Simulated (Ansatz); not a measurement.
Problem. Name a neutral molecule of C, Cl, Ga, O and H with HOMO energy (ωB97M-V/def2-TZVPP) between -10.90 and -10.60 eV and size of the dipole moment (B3LYP/def2-TZVPP) between 2.20 and 2.50 D (Ansatz, PBE0-D4/def2-TZVP geometry).

Solution. `CC(C)(C)[O][Ga]([Cl])[Cl]` (-10.75 eV, 2.32 D). Other molecules can fit too; these were computed, each in one conformer that needn't be the lowest.

B3LYP here is the variant with VWN-RPA as its local correlation; programs differ in this.
